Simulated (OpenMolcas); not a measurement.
## Ne3+: Slater's ratio, worked from levels

| Quantity | Value |
| --- | --- |
| Program | OpenMolcas 26.06 |
| Basis | ANO-RCC-VTZP [4s3p2d1f] |
| Scalar Hamiltonian | DKH2, point nucleus |
| Active space | 5 electrons in 4 orbitals (2s 2p) |
| State averaging | 2S+1 = 4 odd, 1 root; 2S+1 = 2 odd, 8 roots; 2S+1 = 4 even, 3 roots; 2S+1 = 2 even, 6 roots |
| Spin-orbit coupling | RASSI with atomic mean-field integrals over the reference wave functions, term energies averaged over their components |

Methods: CASSCF; SS-CASPT2, IPEA 0.25 Eh, imaginary shift 0.1 Eh (closed shells correlated: 1s).

**Slater's ratio.** With one set of orbitals, p3 has 2D* - 4S* = 9 F2 and 2P* - 2D* = 6 F2 (F2 = F²/25), a ratio of 2/3. Term energies are centres of gravity, weighted by 2J + 1.

```json
{"Source": "CASSCF", "2D* - 4S*": "44966", "2P* - 4S*": "62495", "F2 from the first": "4996", "Ratio": "0.390"}
{"Source": "SS-CASPT2", "2D* - 4S*": "42217", "2P* - 4S*": "63276", "F2 from the first": "4691", "Ratio": "0.499"}
```

Energies in cm-1. A ratio away from 2/3 shows effects beyond one configuration with one set of orbitals, and in heavier atoms second-order spin-orbit shifts. In CASSCF the valence s occupation is 1.95 in 2P* against 2.00 in 2D*: mixing out of s² acts most on 2P* and pulls it down.

CASPT2 breaks the degeneracy within a term, and the mean is taken; among the terms shown or strongly mixed into the levels shown the widest spread is 130 cm-1 (2s2 2p3 2D*, SS-CASPT2). Only configurations of the active space appear.

* marks odd parity.
